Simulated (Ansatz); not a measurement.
Two isomers of CH2FNSi: A = `F[SiH]1C=N1`, B = `FC1=N[SiH2]1`.

Isolated molecules relaxed with PBE0-D4/def2-TZVP in Ansatz; ΔE leaves out vibrations. CCSD(T)/CBS adds triple-zeta CCSD(T) − MP2 to the extrapolated MP2 energy (def2 sets, frozen cores). Functionals use def2-TZVPP. B3LYP here is the variant with VWN-RPA as its local correlation; programs differ in this.

A:

Z-matrix (Å, degrees):
```
Si
C 1 1.754
N 1 1.756 2 43.2
F 1 1.587 2 122.5 3 -99.1
H 1 1.466 2 127.2 3 98.9
H 2 1.091 1 163.6 3 174.4
```

B:

```xyz
6

F     0.597    2.159    0.529
C     0.409    0.889    0.252
N     1.248   -0.053    0.251
Si   -0.404   -0.613   -0.199
H    -0.676   -0.968   -1.607
H    -1.174   -1.414    0.774
```

Task: Which is lower in electronic energy at CCSD(T)/CBS, and by how much? (An estimate is asked.)

Result: The calculation gave: A, by 44.1 kcal/mol.

Task: Give E(B) − E(A) in kcal/mol with LDA (SPW92), ωB97M-V, CCSD/def2-TZVPP, B2PLYP, CCSD(T)/def2-TZVPP, r2SCAN-D4, B3LYP-D4. (An estimate is asked.)

Result: The calculation gave: LDA (SPW92) 36.1, ωB97M-V 41.8, CCSD/def2-TZVPP 43.5, B2PLYP 42.3, CCSD(T)/def2-TZVPP 42.7, r2SCAN-D4 40.7, B3LYP-D4 41.0. None reverses the order clearly.

Task: Does the order hold for the free energy at 298.15 K (harmonic terms from PBE0-D4)? (Estimate.)

Result: Ansatz gave: Yes: G(B) − G(A) = +42.8 kcal/mol.

Largest T1 diagnostic: 0.016.

From BLYP to BHLYP (50 % exact exchange), in def2-TZVPP and without D4, E(B) − E(A) moves by +4.2 kcal/mol. Leaving LDA and LC-ωPBE aside and taking each functional with its dispersion term where it has one, the values, not all of them listed here, spread over 6.1 kcal/mol, from PBE-D4 to BHLYP-D4. LDA lies −1.1 kcal/mol from PBE without D4.
